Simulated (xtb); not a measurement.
C3H9FSi2, SMILES F[C@]1([SiH3])C[C@H]1[SiH3]. All values are semi-empirical tight-binding results from xtb (GFN2-xTB unless named), good for trends rather than for accurate numbers. Geometry: GFN2-xTB. The structure was generated by enumeration; whether it is a known compound was not checked.

Optimised geometry:

```xyz
15

F      0.9043    -1.8846     0.5179
C      0.5008    -0.5604     0.3829
Si     1.7456     0.3896    -0.6858
C     -0.1620    -0.0058     1.6042
C     -0.9930    -0.3834     0.4073
Si    -1.9006     0.9005    -0.6294
H      1.4192     1.8118    -0.5808
H      1.6321    -0.0839    -2.0646
H      3.0745     0.1087    -0.1444
H     -0.0153     1.0418     1.8233
H     -0.2069    -0.6351     2.4818
H     -1.5242    -1.3236     0.5236
H     -1.4008     2.2377    -0.3018
H     -3.3254     0.8150    -0.2992
H     -1.6963     0.6244    -2.0527
```
Charge 0, spin multiplicity 1.

The orbital gap is 5.32 eV and the dipole moment comes out as 1.97 D. The zero-point energy comes out as 62.5 kcal/mol. The G − E(el) at 298.15 K (modified RRHO) comes out as 41.2 kcal/mol and the static polarisability (D4 model) is 91.3 bohr³. The solvation energy, GFN2-xTB/ALPB(water) comes out as -1.0 kcal/mol and the solvation energy, GFN2-xTB/ALPB(ether) is -4.7 kcal/mol.

**Question.** Give the atomic charges and the Wiberg bond orders between heavy atoms. (An estimate is asked for; the answer gives what the named calculation found.)

**Answer.** charges (e) F1 -0.28, C2 0.05, Si3 0.45, C4 -0.07, C5 -0.14, Si6 0.44, H7 -0.10, H8 -0.08, H9 -0.08, H10 0.02, H11 0.04, H12 0.03, H13 -0.10, H14 -0.09, H15 -0.09. Bond orders F1–C2 0.92, C2–Si3 0.86, C2–C4 0.97, C2–C5 0.96, C4–C5 0.97, C5–Si6 0.90.
